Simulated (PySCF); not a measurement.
C, charge +1, doublet; MP2/cc-pVDZ (PySCF).

Input for PySCF:
```python
from pyscf import gto, scf, mp

mol = gto.M(
    atom='''
C     0.000000    0.000000    0.000000
''',
    basis='cc-pvdz',
    charge=1,
    spin=1,
    verbose=4,
)

mf = scf.UHF(mol)
mf.kernel()

pt = mp.MP2(mf, frozen=1)
pt.kernel()
print('E(MP2) = %.10f' % pt.e_tot)
```

The log (banner, timings and long lists left out):

```
PySCF version 2.14.0

[INPUT] verbose = 4
[INPUT] num. atoms = 1
[INPUT] num. electrons = 5
[INPUT] charge = 1
[INPUT] spin (= nelec alpha-beta = 2S) = 1
[INPUT] symmetry False subgroup None
[INPUT] Mole.unit = angstrom
[INPUT] Symbol           X                Y                Z      unit          X                Y                Z       unit  Magmom
[INPUT]  1 C      0.000000000000   0.000000000000   0.000000000000 AA    0.000000000000   0.000000000000   0.000000000000 Bohr   0.0

nuclear repulsion = 0
number of shells = 5
number of NR pGTOs = 26
number of NR cGTOs = 14
basis = cc-pvdz
ecp = {}

******** <class 'pyscf.scf.uhf.UHF'> ********
method = UHF
initial guess = minao
damping factor = 0
level_shift factor = 0
DIIS = <class 'pyscf.scf.diis.CDIIS'>
diis_start_cycle = 1
diis_space = 8
diis_damp = 0
SCF conv_tol = 1e-09
SCF conv_tol_grad = None
SCF max_cycles = 50
direct_scf = True
direct_scf_tol = 1e-13
number electrons alpha = 3  beta = 2
Set gradient conv threshold to 3.16228e-05
init E= -37.2786538116583

cycle= 1 E= -37.1992425170324  delta_E= 0.0794  |g|= 0.302  |ddm|=  0.7
cycle= 2 E= -37.2841560764307  delta_E= -0.0849  |g|= 0.0664  |ddm|= 0.46
cycle= 3 E= -37.289074026866  delta_E= -0.00492  |g|= 0.019  |ddm|= 0.107
cycle= 4 E= -37.2895240279341  delta_E= -0.00045  |g|= 0.00185  |ddm|= 0.0452
cycle= 5 E= -37.2895278124383  delta_E= -3.78e-06  |g|= 0.000286  |ddm|= 0.00452
cycle= 6 E= -37.2895278847297  delta_E= -7.23e-08  |g|= 5.35e-06  |ddm|= 0.000619
cycle= 7 E= -37.2895278847528  delta_E= -2.31e-11  |g|= 7.12e-07  |ddm|= 8.84e-06
Extra cycle  E= -37.2895278847532  delta_E= -3.69e-13  |g|= 1.74e-07  |ddm|= 8.69e-07
converged SCF energy = -37.2895278847532  <S^2> = 0.7554436  2S+1 = 2.0054362

******** <class 'pyscf.mp.ump2.UMP2'> ********
nocc = (np.int64(2), np.int64(1)), nmo = (13, 13)
frozen orbitals 1
E(UMP2) = -37.3308199344249  E_corr = -0.0412920496717441
E(SCS-UMP2) = -37.3370033836363  E_corr = -0.0474754988830954
E_corr(same-spin) = -0.00239418544961245
E_corr(oppo-spin) = -0.0388978642221316
E(MP2) = -37.3308199344
```
